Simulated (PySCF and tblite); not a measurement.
The numbers below are computed, except where a source is named.
**Dynamics report: rearrangement**

System: C6H10Si, numbered as in [CH3:1][C:2]1=[CH:3][C@H:4]([SiH3:5])[CH:6]=[CH:7]1.

Motion: shift of H on C4 from C4 to C6. Level: PBE0/pcSseg-1 + D3(BJ) on PBE0-D3(BJ)/def2-SVP stationary points, with GFN2-xTB thermal terms. Rate constants are transition-state-theory values, counting equivalent paths, without tunnelling. Programs: tblite and PySCF.

```
 point  symmetry  E(GFN2) kcal/mol  E(DFT) kcal/mol  ZPE change kcal/mol  lowest mode cm⁻¹  dipole D
 start        C1               0.0              0.0                 0.00                83      0.30
saddle        C1              28.6             27.8                -2.74             1122i      0.77
   end        Cs               1.2              1.3                -0.24                55      1.21
```

```json
{"Electronic barrier": "27.8 kcal/mol", "Barrier with zero-point energy": "25.1 kcal/mol", "ΔH‡ (298 K)": "25.1 kcal/mol", "ΔS‡ (298 K, symmetry apart)": "0.4 cal/(mol K)", "Paths": "1 equivalent path", "End point": "a different minimum", "Mean lifetime of the start against this motion at 298 K": "3.6 days", "Cost": "6.7 min on 1 thread of Arm Neoverse V1, on a host shared with other jobs (rough), peak memory 0.85 GiB, launched as `OMP_NUM_THREADS=1 python ens_run.py task.json out`"}
```

```json
{"T/K": "298", "ΔG‡ kcal/mol": "24.9", "k s⁻¹": "3.2×10⁻⁶", "ΔG kcal/mol": "0.9", "k back s⁻¹": "2.8×10⁻⁵"}
{"T/K": "350", "ΔG‡ kcal/mol": "25.0", "k s⁻¹": "0.0019", "ΔG kcal/mol": "0.8", "k back s⁻¹": "0.012"}
{"T/K": "400", "ΔG‡ kcal/mol": "25.0", "k s⁻¹": "0.19", "ΔG kcal/mol": "0.8", "k back s⁻¹": "0.95"}
{"T/K": "500", "ΔG‡ kcal/mol": "25.1", "k s⁻¹": "116", "ΔG kcal/mol": "0.6", "k back s⁻¹": "442"}
```

ΔG and ΔG‡ leave out symmetry numbers and mirror images; rates count paths: 1 out, 2 back.

Tunnelling of the moving H, left out here, will speed the real process.
